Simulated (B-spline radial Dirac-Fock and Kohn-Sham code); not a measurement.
Z = 81 (thallium), transition energy 37.8 keV. Level of theory: a Dirac-Hartree-Slater potential of the neutral atom with a Latter tail (no hole, which puts coefficients of high multipoles low close above an edge), finite nucleus with surface currents; a radial finite-basis atomic code. The K shell is not open to conversion at this energy. Subshells that would emit electrons below 1 keV are left out.

**Question.** A pure transition shows α(L) = 29800, L1/L2 = 0.0209 and L1/L3 = 0.0208. What is its multipolarity?
A. E3
B. M1
C. E4
D. E2
E. E1
F. M2
G. M4
H. M3

**Answer.** A. For comparison, α(L), L1/L2, L1/L3 are E1 0.956, 1.13, 0.908; E2 446, 0.0212, 0.0202; E4 852000, 0.0173, 0.0170; M1 21.2, 9.47, 101; M2 1420, 14.2, 2.13; M3 106000, 13.7, 0.210; M4 4.44e+06, 11.9, 0.0639.

Values without a named source are computed, but for edge energies of neutral atoms, which are taken from tables.
